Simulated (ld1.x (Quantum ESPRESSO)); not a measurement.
**Reading a pseudo-wave (Zr)**

Columns: radius, all-electron u(r) and pseudo u(r) of the 4p shell (level -59.17 eV) of zirconium in the configuration [Ar] 3d10 4s2 4p6 4d1 5s0 5p0; Wu–Cohen, scalar-relativistic, TM scheme, ld1.x (Quantum ESPRESSO) 7.5.

```tsv
r (bohr)	all-electron	pseudo
0.103	0.2951	0.0175
0.205	-0.1811	0.0681
0.308	-0.4906	0.1492
0.410	-0.4298	0.2536
0.513	-0.1604	0.3757
0.615	0.1613	0.5044
0.718	0.4565	0.6324
0.820	0.6848	0.7476
0.923	0.8439	0.8434
1.025	0.9368	0.9111
1.128	0.9763	0.9481
1.230	0.9742	0.9536
1.332	0.9426	0.9311
1.435	0.8905	0.8857
1.538	0.8261	0.8247
1.640	0.7560	0.7558
1.743	0.6832	0.6832
1.845	0.6120	0.6120
1.948	0.5431	0.5431
2.050	0.4791	0.4791
2.153	0.4194	0.4194
2.255	0.3658	0.3658
2.358	0.3171	0.3171
2.460	0.2742	0.2742
2.562	0.2365	0.2365
2.665	0.2030	0.2030
```

Q: How many radial nodes do the two functions have?

A: The all-electron 4p function has n − l − 1 = 2; the pseudo-wave has 0, since the states of the same l below it are removed with the core.

Q: At about which radius was the pseudo-wave matched?

A: 1.85 bohr. The columns agree to 0.0005 from 1.64 bohr on; several derivatives are matched, so the curves merge somewhat inside the radius.

Q: Is the pseudo-wave norm-conserving?

A: Yes: the TM scheme keeps the norm inside the radius equal to the all-electron one, which fixes the energy derivative of the logarithmic derivative at the level.
